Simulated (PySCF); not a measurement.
Isomers of C6H10S. Method: TDDFT PBE0/def2-SVPD, vertical, gas phase, core orbitals frozen in the response in PySCF. Geometries: GFN2-xTB; one conformer of each isolated species. Triplets are in the Tamm–Dancoff approximation.

A. `C=CCC(=C)SC`
B. `C=C/C(C)=C\SC`
C. `C=C(SC)C1CC1`

Lowest singlet levels (six at most, fewer where fewer were computed) with oscillator strengths:

1. 4.38 eV (f 0.362); 5.05 eV (f 0.000); 5.43 eV (f 0.007); 5.78 eV (f 0.009); 6.02 eV (f 0.018); 6.30 eV (f 0.313); T1 2.75 eV
2. 5.29 eV (f 0.002); 5.58 eV (f 0.178); 5.87 eV (f 0.001); 6.23 eV (f 0.022); 6.41 eV (f 0.012); 6.58 eV (f 0.001); T1 3.79 eV
3. 5.18 eV (f 0.065); 5.40 eV (f 0.017); 5.96 eV (f 0.033); 6.06 eV (f 0.040); 6.34 eV (f 0.005); 6.52 eV (f 0.185); T1 3.86 eV

Problem. Match each spectrum to its molecule.

Solution. 1 = B, 2 = C, 3 = A.
- A: S1 at 5.18 eV, HOMO→LUMO (90%); Löwdin shares by element: HOMO sulfur 48%, carbon 42% or more; LUMO carbon 65% or more (atoms not listed hold the other 35%); HOMO -6.18 and LUMO -0.16 eV.
- B: S1 at 4.38 eV, HOMO→LUMO (95%); Löwdin shares by element: HOMO carbon 43% or more, sulfur 36% (atoms not listed hold the other 20%); LUMO carbon 75% or more (atoms not listed hold the other 25%); HOMO -5.75 and LUMO -0.84 eV; point group Cs, 1 of its 6 listed states under f = 0.0005.
- C: S1 at 5.29 eV, HOMO→LUMO+1 (90%); Löwdin shares by element: HOMO carbon 47% or more, sulfur 42%; LUMO carbon 58% or more, sulfur 12%, hydrogen 6% or more (atoms not listed hold the other 24%); HOMO -6.07 and LUMO 0.21 eV.
A and C have S1 within 0.12 eV of each other; their strongest listed levels stand at 6.52 eV (f 0.185) and 5.58 eV (f 0.178).
